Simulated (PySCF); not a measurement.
# Fe²⁺ (iron, charge +2): MN15 calculation

Configuration: [Ar] 3d6, high-spin 5D determinant. Calculation: PySCF 2.14, in x2c-TZVPPall; scalar relativity by spin-free X2C-1e.

```
Total energy                                                  : -1272.389 hartree
One-electron energy                                           : -1738.135 hartree
Hartree (Coulomb) energy                                      : 522.215 hartree
Exchange-correlation energy                                   : -56.469 hartree
⟨S²⟩                                                          : 6.0021
⟨L²⟩                                                          : 6.005
Sum of ⟨r⟩                                                    : 15.25 bohr
Sum of ⟨r²⟩                                                   : 16.18 bohr²
Traceless quadrupole moment −½Σ⟨3z² − r²⟩ along its main axis : 0.455 e·bohr²
Langevin diamagnetic susceptibility                           : -12.8 ×10⁻⁶ cm³/mol
```

```json
{"shell": "1s β", "electrons": "1", "mean orbital energy (hartree)": "-257.48655", "spread (hartree)": "0", "rms radius, mean of both spins (bohr)": "0.0675"}
{"shell": "1s α", "electrons": "1", "mean orbital energy (hartree)": "-257.48289", "spread (hartree)": "0", "rms radius, mean of both spins (bohr)": "0.0675"}
{"shell": "2s α", "electrons": "1", "mean orbital energy (hartree)": "-30.52060", "spread (hartree)": "0", "rms radius, mean of both spins (bohr)": "0.292"}
{"shell": "2s β", "electrons": "1", "mean orbital energy (hartree)": "-30.49939", "spread (hartree)": "0", "rms radius, mean of both spins (bohr)": "0.292"}
{"shell": "2p α", "electrons": "3", "mean orbital energy (hartree)": "-26.51510", "spread (hartree)": "0.03236", "rms radius, mean of both spins (bohr)": "0.261"}
{"shell": "2p β", "electrons": "3", "mean orbital energy (hartree)": "-26.48142", "spread (hartree)": "0.02272", "rms radius, mean of both spins (bohr)": "0.261"}
{"shell": "3s α", "electrons": "1", "mean orbital energy (hartree)": "-4.21647", "spread (hartree)": "0", "rms radius, mean of both spins (bohr)": "0.884"}
{"shell": "3s β", "electrons": "1", "mean orbital energy (hartree)": "-4.13271", "spread (hartree)": "0", "rms radius, mean of both spins (bohr)": "0.884"}
{"shell": "3p α", "electrons": "3", "mean orbital energy (hartree)": "-3.07282", "spread (hartree)": "0.05700", "rms radius, mean of both spins (bohr)": "0.933"}
{"shell": "3p β", "electrons": "3", "mean orbital energy (hartree)": "-2.94247", "spread (hartree)": "0.03212", "rms radius, mean of both spins (bohr)": "0.933"}
{"shell": "3d α", "electrons": "5", "mean orbital energy (hartree)": "-1.11917", "spread (hartree)": "0.06098", "rms radius, mean of both spins (bohr)": "1.21"}
{"shell": "3d β", "electrons": "1", "mean orbital energy (hartree)": "-0.98097", "spread (hartree)": "0", "rms radius, mean of both spins (bohr)": "1.21"}
```

Densities and radii are taken from the X2C orbitals without a picture-change correction, which distorts them close to the nucleus.
